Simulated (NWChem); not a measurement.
Species: CCl3 cation

```xyz
4

Cl    -1.5920     0.4266     0.0000
C      0.0000     0.0000     0.0000
Cl     0.4266    -1.5920     0.0000
Cl     1.1654     1.1654     0.0000
```
Atoms are numbered in this order, from 1.

Program: NWChem. All runs use the structure optimised with PBE0/def2-SVP. Vertical excitations in the gas phase.

Predict the results for PBE/aug-cc-pVDZ, full TDDFT. Quantities: lowest excitation, singlet (eV); oscillator strength of that lowest state; lowest state with f > 0.02, singlet (eV); oscillator strength of that bright state; orbital gap (eV).


```json
{
 "lowest excitation, singlet (eV)": "3.36",
 "oscillator_strength_of_that_lowest_state": "0.000",
 "lowest state with f > 0.02, singlet (eV)": "5.37",
 "oscillator_strength_of_that_bright_state": "0.129",
 "orbital gap (eV)": "3.23"
}
```
